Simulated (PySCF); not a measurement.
## Calculated data, BGeH3N

Computed with PySCF 2.14.0. Calculation on a computer-drawn molecule: optimised geometry and harmonic frequencies of an isolated molecule of the commonest isotopes, restricted reference for singlets and unrestricted otherwise, frozen core in MP2; on germanium a core potential holds 10 electrons, which the energies leave out, and 3d is frozen in MP2 and coupled-cluster steps.

### BGeH3N

Start structure:
```xyz
6
BGeH3N
B     -1.8653     2.6725    -1.6139
N     -1.2322     2.0416    -0.7183
Ge    -0.3753     1.1869     0.4923
H     -2.4505     3.2560    -2.4409
H      0.1445    -0.1899     0.1696
H     -0.1749     1.8456     1.8324
```

| Item | Value |
| --- | --- |
| charge | 1 |
| multiplicity | 1 |
| method | MP2 |
| basis | cc-pVDZ |
| basis and core potential on germanium | cc-pVDZ-PP ECP10MDF |
| total energy | ? |

Drawn bonds:
```
atom  other atom  order
   1           2      2
   2           3      1
   1           4      1
   3           5      1
   3           6      1
```

**Q.** Give the missing total energy for BGeH3N.
**A.** -374.3119 hartree

Further results for BGeH3N:

| Quantity | Value |
| --- | --- |
| rotational constants | 139.4, 4.004, 3.892 GHz |
| convergence status largest gradient component | 3.769e-05 hartree/bohr |

Optimised structure:
```xyz
6
BGeH3N
B     -1.8767     2.6839    -1.6299
N     -1.2323     2.0417    -0.7185
Ge    -0.3613     1.1732     0.5122
H     -2.4664     3.2717    -2.4638
H      0.1531    -0.2098     0.1678
H     -0.1700     1.8521     1.8533
```

Modes:
```
frequency (cm⁻¹)  reduced mass (dalton)
             119                  3.736
           137.1                  4.366
           628.6                  1.156
           665.4                  9.354
             682                  1.083
           736.5                  1.288
           756.1                  1.319
           875.9                  1.024
            1787                  6.037
            2280                  1.013
            2317                  1.029
            2926                  1.165
```
